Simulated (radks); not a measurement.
The numbers below are computed, except where a source is named.
Excited configurations of Sb+: one electron is placed in a higher orbital outside [Kr] 4d10 5s2 5p1. The ground configuration is [Kr] 4d10 5s2 5p2. Code: a radial shooting solver on a logarithmic mesh with Libxc functionals. Model: scalar-relativistic Kohn-Sham, PBE, spin-polarised, spherical densities, finite nucleus; open shells are filled with parallel spins first (spin-orbit coupling, left out, can overturn this in heavy ions); Fermi nuclear charge, rms radius 4.6802 fm. Excitation = E - E(ground); binding = E(ion) - E, where the ion is the core of charge +2; n* = 2/sqrt(2 binding) in atomic units, and the quantum defect is n - n*.

\begin{tabular}{lrrrr}
outer orbital & excitation (eV) & binding (eV) & quantum defect & eigenvalue (eV) \\ \hline
4f & 12.741 & 3.776 & 0.204 & -2.617 \\
5d & 9.138 & 7.379 & 2.284 & -5.053 \\
5f & 13.871 & 2.647 & 0.466 & -1.968 \\
6s & 8.214 & 8.304 & 3.440 & -6.544 \\
6p & 10.133 & 6.384 & 3.080 & -5.005 \\
6d & 12.423 & 4.095 & 2.354 & -3.165 \\
6f & 14.624 & 1.893 & 0.639 & -1.483 \\
7s & 12.019 & 4.499 & 3.522 & -3.607 \\
7p & 12.811 & 3.707 & 3.168 & -2.943 \\
7d & 13.903 & 2.615 & 2.438 & -2.086 \\
7f & 15.111 & 1.407 & 0.780 & -1.134 \\
\end{tabular}

The Delta-SCF ionisation energy is 16.518 eV (NIST Atomic Spectra Database: 16.63 eV, measured). Self-interaction in the functional shifts the binding energies and quantum defects, so they are the method's values and not measured ones. Open shells are spherical and high-spin; term and fine-structure splittings are not resolved. Spin-orbit splitting is averaged out at the scalar-relativistic level.
